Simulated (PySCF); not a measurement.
Vertical excitations of a molecule C5H9N from PySCF with TDDFT-LC-ωPBE/def2-SVPD, as energy in eV (oscillator strength): 6.02 (0.000), 6.46 (0.000), 6.71 (0.002), 7.32 (0.083), 7.61 (0.009), 7.79 (0.008), 7.81 (0.045), 7.92 (0.595), 7.96 (0.013), 8.05 (0.667). Lowest triplet (TDA): 4.41 eV. Geometry optimised at PBE0-D3(BJ)/def2-SVP. The values are those of a single conformer.

Pick the molecule that these values belong to.
A) C=C[C@@H]1CCN1
B) C=C=CCNC
C) C=C1CN(C)C1
D) C=C/C(C)=N/C

B, C=C=CCNC
